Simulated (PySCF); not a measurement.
# Working out the ionisation energy of Hg⁺

Hg⁺ [Xe] 4f14 5d10 6s1 (2S) → Hg²⁺ [Xe] 4f14 5d10 (1S). Computed with PySCF 2.14 in def2-TZVPPD with the def2 core potential (60 electrons), with scalar relativity through the core potential. Frozen: nothing. Energies in hartree (1 hartree = 27.21139 eV):

```
            part  Hg⁺ (lower)  Hg²⁺ (upper)
             UHF  -152.241965   -151.611930
CCSD correlation    -0.551483     -0.502273
             (T)    -0.015442     -0.012138
```

**Question.** What does Hartree-Fock give?

**Answer.** (-151.611930) − (-152.241965) = 0.630035 hartree = 17.144 eV.

**Question.** What do CCSD and CCSD(T) give?

**Answer.** The CCSD correlation energies differ by 0.049210 hartree = 1.339 eV and the triples by 0.003304 hartree = 0.090 eV, so CCSD gives 18.483 eV and CCSD(T) 18.573 eV.

Measured between the centres of the two terms (NIST): 18.757 eV, so CCSD(T) (valence and next inner shell) is off by -0.184 eV.

What remains against the reference includes basis incompleteness and higher excitations.
